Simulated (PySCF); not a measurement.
# Stretching one bond of F2H2Si

These are calculations, not measurements. The program is PySCF 2.14.0, an open-source quantum chemistry code, run on an isolated molecule that a program drew, which may never have been made. The molecule is F2H2Si (charge 0, singlet), drawn as the SMILES string `F[SiH2]F`.

The structure below is the HF double-zeta minimum with every atom moved a little at random, so it isn't optimised. Bond Si2-H5 is then set to each length in the table by shifting atom 5 along it, with nothing else relaxed.
```xyz
5
F2H2Si, angstrom
F     0.2144    0.2364   -0.3971
Si   -0.6641   -0.0997    0.7018
F    -1.7695   -1.0206    0.0787
H     0.1924   -0.7765    1.7846
H    -1.1783    1.0598    1.4176
```

E is the energy above the same method's energy at the HF double-zeta minimum. IE is the energy to remove one electron at fixed geometry, to the doublet state of charge +1, as a difference of total energies. The basis family is cc-pV(n+d)Z, with UHF for radicals and no spin-orbit coupling. Best is HF at quadruple zeta, plus MP2 correlation extrapolated from triple and quadruple zeta, plus CCSD(T) minus MP2 at triple zeta, with a frozen core. The other columns are at triple zeta.

```
bond (Å),E PBE (kcal/mol),E B3LYP (kcal/mol),E CCSD(T) (kcal/mol),E best (kcal/mol),IE PBE (eV),IE B3LYP (eV),IE CCSD(T) (eV),IE best (eV),T1
1.3104,24.15,21.75,21.10,21.02,11.835,12.261,12.523,12.676,0.010
1.3594,19.87,17.79,17.12,17.01,11.794,12.215,12.481,12.633,0.010
1.3924,17.95,16.09,15.41,15.30,11.764,12.181,12.449,12.600,0.010
1.4564,16.01,14.57,13.93,13.81,11.699,12.108,12.375,12.524,0.010
1.6084,?,?,?,?,?,?,?,?,?
2.0044,42.31,44.13,44.31,44.41,10.785,11.071,11.201,11.351,0.012
```

T1 is the CCSD diagnostic of the starting molecule.

**Estimate the best E and IE at 1.6084 Å from the other rows.**

A least-squares cubic in the inverse of the bond length through the other values of E best gives 17.00 kcal/mol there. A least-squares quadratic in the bond length through IE best gives 12.294 eV. The calculation gives 17.12 kcal/mol and 12.284 eV, so the fits miss by 0.12 kcal/mol and 0.010 eV. The same recipe one zeta lower moves these two values by 1.11 kcal/mol and 0.04 eV, a gauge of their own error. The rest of the row: E is 18.11 (PBE), 17.65 (B3LYP), 17.20 (CCSD(T)); IE is 11.511 (PBE), 11.890 (B3LYP), 12.137 (CCSD(T)); T1 is 0.011.
